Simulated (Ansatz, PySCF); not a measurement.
Reaction R1 → P1, each structure at its B3LYP-D3(BJ)/def2-TZVP stationary point, reached from a drawn start; harmonic modes at that level show minima.
R1, C3H4 (SMILES C#CC) (charge 0, multiplicity 1):
```xyz
7

C     -0.93782    -0.09187    -0.12476
C      0.49683     0.04869     0.06609
C      1.68031     0.16459     0.22353
H     -1.16563    -0.96552    -0.73875
H     -1.35290     0.78715    -0.62192
H     -1.44870    -0.21029     0.83290
H      2.72801     0.26724     0.36291
```
P1, C3H4 (SMILES C=C=C) (charge 0, multiplicity 1):
```xyz
7

C      1.300     0.008     0.000
C      0.000     0.000     0.000
C     -1.300    -0.008     0.000
H      1.867    -0.654    -0.644
H      1.859     0.679     0.643
H     -1.868     0.631    -0.666
H     -1.859    -0.655     0.667
```

P less R. No zero-point or thermal terms.

Cores are frozen in the correlated methods. CBS: X⁻³ extrapolation of the correlation energy, Hartree–Fock from the larger set.

Programs: Ansatz (Gaussian orbitals); PySCF for the D3/D4 terms. Each number belongs to the level named beside it.

| level | reaction energy (meV) |
|---|---|
| HF/cc-pVDZ | 48.8 |
| revPBE/def2-TZVPP | -131.6 |
| revPBE-D4/def2-TZVPP | -141.1 |
| B3LYP-D3(BJ)/def2-TZVPP | -90.9 |
| PBE0-D3(BJ)/def2-TZVPP | -77.9 |
| CAM-B3LYP-D3(BJ)/def2-TZVPP | -36.5 |
| CAM-B3LYP-D4/def2-TZVPP | -36.5 |
| SCS-MP2/cc-pVTZ | 175.0 |
| CCSD(T)/CBS(cc-pVTZ, cc-pVQZ) | ? |

Task: Complete the blanks.

Result: 
- CCSD(T)/CBS(cc-pVTZ, cc-pVQZ), reaction energy (meV): 62.6

Ansatz is a quantum-chemistry and plane-wave program.
